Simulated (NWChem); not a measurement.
# CH3ClO2Si; SMILES Cl[SiH]1OCO1

```xyz
8

Cl    -0.2801     1.8683     0.0000
Si     0.5953     0.0088     0.0000
O     -0.0255    -1.0793    -1.1133
C     -0.4967    -1.8697     0.0000
O     -0.0255    -1.0793     1.1133
H      2.0520     0.2291     0.0000
H     -0.0290    -2.8587     0.0000
H     -1.5890    -1.9378     0.0000
```
Atoms are numbered in this order, from 1.

All runs: NWChem. Pople sets run with spherical d functions. All runs use the structure optimised with B3LYP/6-31G* (spherical d). Level: B3LYP/6-31G* with SMD (1 M gas to 1 M solution), gas-phase geometry. Reactions with the solvent are ignored.

For solvent water:

| Item | Result |
|---|---|
| cavity-dispersion-structure term (kcal/mol) | 2.1 |
| dipole in solution (D) | 1.66 |

Question: What are these values for solvent toluene?

Answer: 
| Item | Result |
|---|---|
| cavity-dispersion-structure term (kcal/mol) | -1.8 |
| dipole in solution (D) | 1.50 |
